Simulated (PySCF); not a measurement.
## Calculated data, CH3BClSi, CH8Si3, ClH2NSi2, BH6OSi2 and others

Computed with PySCF 2.14.0. Calculation on a computer-drawn molecule: optimised geometry and harmonic frequencies of an isolated molecule of the commonest isotopes, restricted reference for singlets and unrestricted otherwise, frozen core in MP2.

Common to all runs: basis cc-pV(D+d)Z.

(1) CH3BClSi

Start structure:
```xyz
7
CH3BClSi
Si    -0.5480     0.3426    -0.1840
C     -0.9836    -0.3908    -1.7591
B     -1.0709    -1.7135    -2.1337
Cl    -1.1886    -3.2421    -2.7512
H     -0.2409    -0.4029     1.0409
H     -0.4956     1.7951    -0.0241
H     -1.1771     0.4185    -2.4844
```

* charge: 1
* multiplicity: 1
* method: HF
* rotational constants: 27.02, 1.599, 1.51 GHz
* total energy: -812.4843 hartree
* convergence status largest gradient component: 2.472e-05 hartree/bohr

Drawn bonds:
| atom | other atom | order |
| --- | --- | --- |
| 1 | 2 | 2 |
| 2 | 3 | 1 |
| 3 | 4 | 1 |
| 1 | 5 | 1 |
| 1 | 6 | 1 |
| 2 | 7 | 1 |

Optimised structure:
```xyz
7
CH3BClSi
Si    -0.5628     0.3321    -0.2185
C     -0.9794    -0.2610    -1.7962
B     -1.0581    -1.6445    -2.1285
Cl    -1.1452    -3.2453    -2.4980
H     -0.2647    -0.5933     0.8740
H     -0.4989     1.7640     0.0597
H     -1.1957     0.4549    -2.5881
```

Modes:
| frequency (cm⁻¹) | reduced mass (dalton) |
| --- | --- |
| 109.6 | 5.32 |
| 227.2 | 1.35 |
| 431.4 | 4.633 |
| 445.8 | 5.326 |
| 581.1 | 2.004 |
| 688.6 | 1.141 |
| 743.8 | 1.18 |
| 782.8 | 2.549 |
| 958.9 | 1.941 |
| 1030 | 1.097 |
| 1171 | 1.949 |
| 1613 | 10.56 |
| 2421 | 1.028 |
| 2457 | 1.058 |
| 3295 | 1.086 |

(2) CH3BClSi

Start structure:
```xyz
7
CH3BClSi
Si    -0.5628     0.3321    -0.2185
C     -0.9794    -0.2610    -1.7962
B     -1.0581    -1.6445    -2.1285
Cl    -1.1452    -3.2453    -2.4980
H     -0.2647    -0.5933     0.8740
H     -0.4989     1.7640     0.0597
H     -1.1957     0.4549    -2.5881
```

* charge: 1
* multiplicity: 1
* method: MP2
* rotational constants: 25.04, 1.62, 1.522 GHz
* total energy: -812.9043 hartree
* convergence status largest gradient component: 2.229e-05 hartree/bohr

Drawn bonds:
| atom | other atom | order |
| --- | --- | --- |
| 1 | 2 | 2 |
| 2 | 3 | 1 |
| 3 | 4 | 1 |
| 1 | 5 | 1 |
| 1 | 6 | 1 |
| 2 | 7 | 1 |

Optimised structure:
```xyz
7
CH3BClSi
Si    -0.5636     0.3278    -0.2217
C     -0.9862    -0.2382    -1.8212
B     -1.0571    -1.6425    -2.1248
Cl    -1.1293    -3.2555    -2.4386
H     -0.2719    -0.6376     0.8458
H     -0.4933     1.7613     0.0804
H     -1.2033     0.4917    -2.6155
```

Modes:
| frequency (cm⁻¹) | reduced mass (dalton) |
| --- | --- |
| 96.23 | 5.375 |
| 219.5 | 1.336 |
| 407.9 | 4.411 |
| 414.3 | 6.211 |
| 564.1 | 1.886 |
| 655.2 | 1.167 |
| 682.6 | 1.11 |
| 746.7 | 2.725 |
| 910.7 | 1.61 |
| 968.7 | 1.079 |
| 1090 | 2.626 |
| 1587 | 10.9 |
| 2359 | 1.028 |
| 2402 | 1.059 |
| 3201 | 1.088 |

(3) CH8Si3

Start structure:
```xyz
12
CH8Si3
Si     3.1152    -1.2282    -2.6212
C      2.0773    -0.9202    -1.2683
Si     0.4467    -0.0295    -1.2223
Si     0.4476     1.8307     0.1159
H      2.7721    -0.8695    -4.0026
H      4.4238    -1.8982    -2.6252
H      2.4685    -1.2851    -0.2611
H     -0.6591    -0.9800    -0.7595
H      0.0373     0.3589    -2.6079
H      1.4846     2.8239    -0.2551
H      0.7500     1.5030     1.5236
H     -0.8266     2.5565     0.1349
```

- charge: 0
- multiplicity: 1
- method: HF
- rotational constants: 8.309, 1.234, 1.16 GHz
- total energy: -909.2784 hartree
- convergence status largest gradient component: 1.49e-05 hartree/bohr

Drawn bonds:
| atom | other atom | order |
| --- | --- | --- |
| 1 | 2 | 2 |
| 2 | 3 | 1 |
| 3 | 4 | 1 |
| 1 | 5 | 1 |
| 1 | 6 | 1 |
| 2 | 7 | 1 |
| 3 | 8 | 1 |
| 3 | 9 | 1 |
| 4 | 10 | 1 |
| 4 | 11 | 1 |
| 4 | 12 | 1 |

Optimised structure:
```xyz
12
CH8Si3
Si     3.0783    -1.1987    -2.5918
C      2.0724    -0.9581    -1.2476
Si     0.4375    -0.0759    -1.2547
Si     0.4788     1.8499     0.1249
H      2.7338    -0.7366    -3.9449
H      4.3801    -1.8833    -2.5230
H      2.4273    -1.3417    -0.2927
H     -0.6587    -0.9593    -0.7753
H      0.1086     0.3386    -2.6438
H      1.4564     2.8402    -0.3938
H      0.8787     1.4876     1.5092
H     -0.8557     2.4997     0.1847
```

Modes:
| frequency (cm⁻¹) | reduced mass (dalton) |
| --- | --- |
| 64.3 | 4.014 |
| 103.6 | 1.12 |
| 145.1 | 1.952 |
| 191.2 | 2.968 |
| 346.9 | 1.433 |
| 396 | 1.086 |
| 431.1 | 3.623 |
| 557.9 | 1.435 |
| 593.6 | 1.494 |
| 616 | 1.414 |
| 630.3 | 1.234 |
| 738.4 | 1.284 |
| 810.7 | 1.207 |
| 852.5 | 1.406 |
| 880.9 | 1.192 |
| 985.2 | 1.111 |
| 1017 | 1.101 |
| 1018 | 1.178 |
| 1025 | 1.04 |
| 1031 | 1.06 |
| 1044 | 1.161 |
| 1259 | 3.239 |
| 2268 | 1.043 |
| 2276 | 1.035 |
| 2287 | 1.049 |
| 2289 | 1.05 |
| 2295 | 1.022 |
| 2364 | 1.035 |
| 2378 | 1.049 |
| 3293 | 1.086 |

(4) ClH2NSi2

Start structure:
```xyz
6
ClH2NSi2
Si     0.6200     0.1927    -1.5720
N     -0.0556     0.4633    -0.1915
Si    -0.2156     0.2240     1.5404
Cl     1.3649    -1.1488     1.8614
H      1.7236     0.9956    -2.1337
H      0.2276    -0.8333    -2.5482
```

* charge: 0
* multiplicity: 1
* method: HF
* rotational constants: 9.601, 1.552, 1.358 GHz
* total energy: -1093.0163 hartree
* convergence status largest gradient component: 1.264e-05 hartree/bohr

Drawn bonds:
| atom | other atom | order |
| --- | --- | --- |
| 1 | 2 | 2 |
| 2 | 3 | 1 |
| 3 | 4 | 1 |
| 1 | 5 | 1 |
| 1 | 6 | 1 |

Optimised structure:
```xyz
6
ClH2NSi2
Si     0.6563     0.2001    -1.6853
N      0.2946     0.1674    -0.1636
Si    -0.1840     0.2137     1.4354
Cl     1.2250    -1.1369     2.3331
H      1.6009     1.1557    -2.2799
H      0.0720    -0.7065    -2.6833
```

Modes:
| frequency (cm⁻¹) | reduced mass (dalton) |
| --- | --- |
| 93.71 | 9.709 |
| 113.8 | 4.233 |
| 215.3 | 1.11 |
| 314.4 | 13.66 |
| 478 | 26.87 |
| 639.7 | 12.61 |
| 752.8 | 1.245 |
| 756.3 | 1.173 |
| 1087 | 1.068 |
| 1450 | 14.45 |
| 2378 | 1.03 |
| 2380 | 1.056 |

(5) ClH2NSi2

Start structure:
```xyz
6
ClH2NSi2
Si     0.6563     0.2001    -1.6853
N      0.2946     0.1674    -0.1636
Si    -0.1840     0.2137     1.4354
Cl     1.2250    -1.1369     2.3331
H      1.6009     1.1557    -2.2799
H      0.0720    -0.7065    -2.6833
```

* charge: 0
* multiplicity: 1
* method: MP2
* rotational constants: 10.01, 1.498, 1.324 GHz
* total energy: -1093.4881 hartree
* convergence status largest gradient component: 1.769e-05 hartree/bohr

Drawn bonds:
| atom | other atom | order |
| --- | --- | --- |
| 1 | 2 | 2 |
| 2 | 3 | 1 |
| 3 | 4 | 1 |
| 1 | 5 | 1 |
| 1 | 6 | 1 |

Optimised structure:
```xyz
6
ClH2NSi2
Si     0.6630     0.2020    -1.7199
N      0.3440     0.1247    -0.1524
Si    -0.1796     0.2038     1.4652
Cl     1.1946    -1.1242     2.3881
H      1.5932     1.1840    -2.3087
H      0.0495    -0.6968    -2.7159
```

Modes:
| frequency (cm⁻¹) | reduced mass (dalton) |
| --- | --- |
| 84.46 | 10.44 |
| 85.56 | 5.003 |
| 252.4 | 1.082 |
| 289.1 | 14.84 |
| 498 | 27.1 |
| 578.7 | 12.2 |
| 644.2 | 1.164 |
| 695.4 | 1.227 |
| 1025 | 1.065 |
| 1317 | 14.27 |
| 2313 | 1.029 |
| 2330 | 1.057 |

(6) BH6OSi2

Start structure:
```xyz
10
BH6OSi2
Si    -0.9141    -2.1379     0.5192
B     -0.5163    -0.5581    -0.4817
O     -1.3552    -0.1450    -1.3648
Si    -1.8816     0.8779    -2.4674
H     -2.0029    -3.0699     0.3359
H     -0.0766    -2.8273     1.4974
H      0.4349     0.1219    -0.2188
H     -3.3015     1.3272    -1.9862
H     -1.0279     2.0469    -2.7199
H     -2.0146     0.0467    -3.6992
```

- charge: 0
- multiplicity: 2
- method: HF
- rotational constants: 28, 1.455, 1.41 GHz
- total energy: -680.9478 hartree
- spin squared: 0.7655
- convergence status largest gradient component: 3.288e-05 hartree/bohr

Drawn bonds:
| atom | other atom | order |
| --- | --- | --- |
| 1 | 2 | 1 |
| 2 | 3 | 1 |
| 3 | 4 | 1 |
| 1 | 5 | 1 |
| 1 | 6 | 1 |
| 2 | 7 | 1 |
| 4 | 8 | 1 |
| 4 | 9 | 1 |
| 4 | 10 | 1 |

Optimised structure:
```xyz
10
BH6OSi2
Si    -0.9657    -2.1563     0.7962
B     -0.7233    -0.5884    -0.4558
O     -1.6812    -0.2988    -1.3655
Si    -1.9203     0.8887    -2.5060
H     -1.8789    -3.2478     0.3836
H      0.2602    -2.7101     1.4184
H      0.2457     0.1255    -0.3543
H     -3.1797     1.5859    -2.1871
H     -0.7901     1.8401    -2.4873
H     -2.0226     0.2436    -3.8278
```

Modes:
| frequency (cm⁻¹) | reduced mass (dalton) |
| --- | --- |
| 64.31 | 1.171 |
| 96.19 | 4.407 |
| 124.4 | 3.585 |
| 221.1 | 1.242 |
| 245.1 | 4.482 |
| 422.6 | 1.216 |
| 523.7 | 1.507 |
| 714.5 | 2.113 |
| 773.8 | 1.285 |
| 779.1 | 1.189 |
| 824.2 | 5.519 |
| 848.4 | 1.524 |
| 1004 | 1.076 |
| 1034 | 1.057 |
| 1038 | 1.057 |
| 1053 | 1.118 |
| 1189 | 1.322 |
| 1380 | 6.217 |
| 2303 | 1.031 |
| 2312 | 1.053 |
| 2331 | 1.045 |
| 2343 | 1.052 |
| 2351 | 1.024 |
| 2642 | 1.09 |

(7) CH5BClSi

Start structure:
```xyz
9
CH5BClSi
Si     1.9267    -1.2350    -1.8159
C      1.7094     0.2394    -0.5255
B      0.8892    -0.4164     0.5133
Cl    -0.8402    -0.3770     0.4860
H      2.6795    -2.3994    -1.2811
H      0.6495    -1.5856    -2.5179
H      1.2880     1.0339    -1.1014
H      2.7934     0.5212    -0.2055
H      1.3328    -1.0653     1.4088
```

- charge: 0
- multiplicity: 2
- method: HF
- rotational constants: 11.98, 1.811, 1.697 GHz
- total energy: -813.9179 hartree
- spin squared: 0.7548
- convergence status largest gradient component: 1.695e-05 hartree/bohr

Drawn bonds:
| atom | other atom | order |
| --- | --- | --- |
| 1 | 2 | 1 |
| 2 | 3 | 1 |
| 3 | 4 | 1 |
| 1 | 5 | 1 |
| 1 | 6 | 1 |
| 2 | 7 | 1 |
| 2 | 8 | 1 |
| 3 | 9 | 1 |

Optimised structure:
```xyz
9
CH5BClSi
Si     2.0124    -1.1868    -1.9152
C      1.7168     0.1466    -0.5850
B      0.8533    -0.4236     0.5764
Cl    -0.9074    -0.2015     0.6017
H      2.7385    -2.3522    -1.3539
H      0.7404    -1.6368    -2.5285
H      1.2497     0.9998    -1.0825
H      2.7102     0.4333    -0.2257
H      1.3143    -1.0630     1.4736
```

Modes:
| frequency (cm⁻¹) | reduced mass (dalton) |
| --- | --- |
| 70.24 | 4.078 |
| 133.8 | 1.172 |
| 222.3 | 2.559 |
| 344.2 | 2.892 |
| 564 | 1.068 |
| 651.4 | 4.043 |
| 720.4 | 1.442 |
| 752.4 | 2.05 |
| 889.1 | 1.573 |
| 912.8 | 1.584 |
| 998.3 | 1.061 |
| 1037 | 1.514 |
| 1114 | 1.304 |
| 1150 | 1.586 |
| 1258 | 1.512 |
| 1526 | 1.138 |
| 2292 | 1.031 |
| 2307 | 1.052 |
| 2756 | 1.095 |
| 3185 | 1.059 |
| 3250 | 1.103 |

(8) BClH4NSi

Start structure:
```xyz
8
BClH4NSi
Si    -0.4332     1.2027    -1.0520
N      1.3085     0.8336    -0.7792
B      1.8457    -0.4461    -0.6966
Cl     0.8585    -1.8247    -0.7786
H     -0.4624     2.6249    -1.2695
H     -0.9293     0.3970    -2.1555
H      1.8748     1.6276    -0.6687
H      3.0518    -0.6005    -0.5523
```

* charge: 0
* multiplicity: 2
* method: HF
* rotational constants: 10.4, 2.378, 1.953 GHz
* total energy: -829.9786 hartree
* spin squared: 0.7532
* convergence status largest gradient component: 1.814e-05 hartree/bohr

Drawn bonds:
| atom | other atom | order |
| --- | --- | --- |
| 1 | 2 | 1 |
| 2 | 3 | 1 |
| 3 | 4 | 1 |
| 1 | 5 | 1 |
| 1 | 6 | 1 |
| 2 | 7 | 1 |
| 3 | 8 | 1 |

Optimised structure:
```xyz
8
BClH4NSi
Si    -0.4324     1.1968    -1.0431
N      1.2677     0.8006    -0.8126
B      1.8869    -0.4431    -0.6704
Cl     0.9125    -1.9414    -0.7338
H     -0.4799     2.6672    -1.2252
H     -0.9915     0.5062    -2.2252
H      1.8889     1.5862    -0.7381
H      3.0623    -0.5579    -0.5039
```

Modes:
| frequency (cm⁻¹) | reduced mass (dalton) |
| --- | --- |
| 128 | 1.875 |
| 151.1 | 1.953 |
| 236.6 | 2.788 |
| 475.6 | 4.285 |
| 619.3 | 1.168 |
| 686.2 | 5.365 |
| 756.5 | 1.58 |
| 827.3 | 1.367 |
| 874.4 | 1.813 |
| 942.7 | 1.446 |
| 997.7 | 1.059 |
| 1127 | 1.145 |
| 1342 | 1.766 |
| 1457 | 2.66 |
| 2292 | 1.032 |
| 2315 | 1.052 |
| 2770 | 1.098 |
| 3792 | 1.075 |
